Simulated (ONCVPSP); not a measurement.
**What the settings do to the ONCV potential of Co**

Base potential:

```
Element                 : cobalt (Co)
Generator               : ONCVPSP 4.0.1
Type                    : optimised norm-conserving Vanderbilt (ONCV)
Functional              : LDA (Perdew-Zunger)
Relativity              : scalar-relativistic
Frozen core             : [Ne]
Valence charge          : 17
Reference configuration : 3s2 3p6 3d7 4s2
Partial waves           : 3s+4s: rc 1.40 bohr, ncon 3, nbas 7, qcut 10.9 1/bohr, 2 projectors; 3p: rc 0.95 bohr, ncon 4, nbas 9, qcut 13.3 1/bohr, 2 projectors, debl 2.8 Ha; 3d: rc 1.30 bohr, ncon 4, nbas 8, qcut 10.4 1/bohr, 2 projectors, debl 2 Ha
Local potential         : polynomial inside 0.65 bohr (lpopt 5, dvloc0 2 Ha)
Core correction         : Teter function, fcfact 3, rcfact 1.75
```

Cutoffs, loose and tight: the cutoffs (Ha) at which the residual kinetic energy of the hardest occupied pseudo-wave falls to 1 and 0.1 mHa per electron. They do not see the model core or the augmentation charge, which bear on the density cutoff. Test errors are all-electron minus pseudo excitation energies from the reference, over the configurations 3s2 3p6 3d7 4s1; 3s2 3p6 3d7 4s0; 3s2 3p6 3d6 4s0; 3s1 3p6 3d7 4s2. A dash means not determined; rows that change the core or the reference have their own tests.

```csv
change,outcome,"cutoff, loose","cutoff, tight",bound ghosts,GHOST(+) flags above zero,largest test error (meV)
base,generated,49 Ha,70 Ha,none,s,-272
"core correction Teter function, fcfact 3, rcfact 0.98",generated,49 Ha,70 Ha,none,s,-263
"core correction Teter function, fcfact 3, rcfact 1.12",generated,49 Ha,70 Ha,none,s,-266
"core correction Teter function, fcfact 3, rcfact 1.2",generated,49 Ha,70 Ha,none,s,-267
"core correction Teter function, fcfact 3, rcfact 1.3",generated,49 Ha,70 Ha,none,s,-269
"core correction Teter function, fcfact 3, rcfact 1.46",generated,49 Ha,70 Ha,none,s,-270
"core correction Teter function, fcfact 3, rcfact 1.54",generated,49 Ha,70 Ha,none,s,-271
"core correction Teter function, fcfact 3, rcfact 1.64",generated,49 Ha,70 Ha,none,s,-272
"core correction Teter function, fcfact 3, rcfact 1.82",generated,49 Ha,70 Ha,none,s,-272
"core correction Teter function, fcfact 3, rcfact 1.9",generated,49 Ha,70 Ha,none,s,-275
"core correction Teter function, fcfact 3, rcfact 2.06",generated,49 Ha,70 Ha,none,s,-275
```

Reading the sweep of the rcfact (base included, trends over the rows without a ghost): The loose cutoff stays near 49 Ha. The median size of the test errors (rows with all tests solved) falls from 4.9 meV at 0.98 to 3.9 meV at 2.06.
